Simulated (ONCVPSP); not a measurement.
## How hard is this technetium (Tc) ONCV potential?

* Element: technetium
* Generator: ONCVPSP 4.0.1
* Type: optimised norm-conserving Vanderbilt (ONCV)
* Functional: PBE
* Relativity: scalar-relativistic
* Frozen core: [Ar] 3d10
* Valence charge: 15
* Reference configuration: 4s2 4p6 4d5 5s2
* Partial waves: 4s+5s: rc 1.90 bohr, ncon 5, nbas 10, qcut 6.7 1/bohr, 2 projectors; 4p: rc 1.85 bohr, ncon 4, nbas 7, qcut 8.6 1/bohr, 1 projector; 4d: rc 1.55 bohr, ncon 3, nbas 8, qcut 5.2 1/bohr, 2 projectors, debl 1.7 Ha
* Local potential: polynomial inside 1.30 bohr (lpopt 5, dvloc0 0 Ha)
* Core correction: Teter function, fcfact 5.5, rcfact 1.1

Question: For each optimised wave give the share of its norm inside rc, the residual kinetic energy above qcut (Ha) and the cutoffs (Ha) for errors of 10, 1, 0.1 and 0.01 mHa per electron.

Answer:

| wave | norm inside rc | residual KE | 10 mHa | 1 mHa | 0.1 mHa | 0.01 mHa |
| --- | --- | --- | --- | --- | --- | --- |
| 4s | 0.976 | 9.6e-06 | 11.7 | 16.2 | 19.3 | 23.7 |
| 5s | 0.088 | 8.1e-06 | 5.5 | 14.9 | 18.8 | 22.8 |
| 4p | 0.931 | 4.8e-08 | 10.5 | 13.3 | 16.2 | 24.9 |
| 4d | 0.495 | 1.3e-02 | 14.3 | 76.5 | 136.9 | not reached |
| d projector 2 | 0.192 | 2.5e-02 | 15.5 | 30.2 | 100.3 | 208.0 |

The occupied waves need 76 Ha and 137 Ha for 1 and 0.1 mHa.
